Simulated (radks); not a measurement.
Question: In3+, 46 electrons, occupied as [Kr] 4d8 4f2 (not the ground configuration). All-electron calculation, Dirac Kohn-Sham, SOGGA, spin-unpolarised, spherical densities, finite nucleus; open shells fill j = l - 1/2 first; Fermi nuclear charge, rms radius 4.6156 fm. Program: a radial shooting solver on a logarithmic mesh with Libxc functionals. Some entries of the table are withheld. Estimate them.

orbital  occ.  eigenvalue (hartree)  r(max) (bohr)  <r> (bohr)
1s1/2       2             -1020.548        0.01922     0.02972
2s1/2       2             -154.3455         0.1088      0.1282
2p1/2       2             -144.0888        0.08385      0.1085
2p3/2       4             -136.3453        0.08828      0.1137
3s1/2       2                   (1)            (2)      0.3484
3p1/2       2             -26.60531         0.3021         (3)
3p3/2       4             -25.20502         0.3122         (4)
3d3/2       4             -17.87630         0.2563      0.3221
3d5/2       6             -17.58908         0.2592      0.3256
4s1/2       2              -6.11570         0.7672      0.8398
4p1/2       2              -4.74679            (5)      0.8867
4p3/2       4              -4.49302            (6)      0.9145
4d3/2       4              -2.33280         0.9046       1.080
4d5/2       4              -2.29622         0.9135       1.091
5s1/2       0              -1.48766          1.868       2.070
5p1/2       0              -1.15550          2.100       2.357
5p3/2       0              -1.12014          2.164       2.423
5d3/2       0              -0.68355            (7)       3.277
5d5/2       0              -0.67953            (8)       3.297
4f5/2       2              -0.50197          2.679       3.057
4f7/2       0              -0.50156          2.686       3.063
5f5/2       0              -0.28753            (9)       6.053
5f7/2       0              -0.28724           (10)       6.061

Answer: 
(1) 3s1/2 eigenvalue (hartree): -30.74568
(2) 3s1/2 r(max) (bohr): 0.3158
(3) 3p1/2 <r> (bohr): 0.3394
(4) 3p3/2 <r> (bohr): 0.3505
(5) 4p1/2 r(max) (bohr): 0.7949
(6) 4p3/2 r(max) (bohr): 0.8190
(7) 5d3/2 r(max) (bohr): 2.975
(8) 5d5/2 r(max) (bohr): 2.997
(9) 5f5/2 r(max) (bohr): 6.407
(10) 5f7/2 r(max) (bohr): 6.414
